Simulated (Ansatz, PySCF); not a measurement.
Process, species as SMILES: [Br][In][Br] → [Br][In][Br] as singlet, charge -1 (an electron is taken up)
Each molecule is optimised on its own at B3LYP-D3(BJ)/def2-TZVP (Ansatz, a first-principles code). A spin state is the lowest found, not a proven ground state.

Property: adiabatic electron affinity (0 K, with B3LYP-D3(BJ) harmonic zero-point energies from PySCF), positive where the reaction releases energy, in eV. Valence correlation only, unless marked. UHF or UKS for open shells. No spin-orbit coupling. Frozen are the shells of the preceding noble gas and the d and f shells that filled before the atom's block. In def2 rows, elements after Kr have scalar-relativistic effective core potentials. Anions need diffuse functions: def2-D sets add few; the other sets have none. 

```tsv
level	program	adiabatic electron affinity (eV)
BP86-D3(BJ)/def2-TZVPD	PySCF + dftd3	3.43
PBE0-D4/def2-TZVP	Ansatz + dftd4	3.20
TPSSh/def2-TZVPD	PySCF	3.22
RPA@PBE/def2-TZVPP	Ansatz	3.30
MP2/def2-TZVPP	Ansatz	3.00
SCS-MP2/def2-SVP	Ansatz	2.74
```
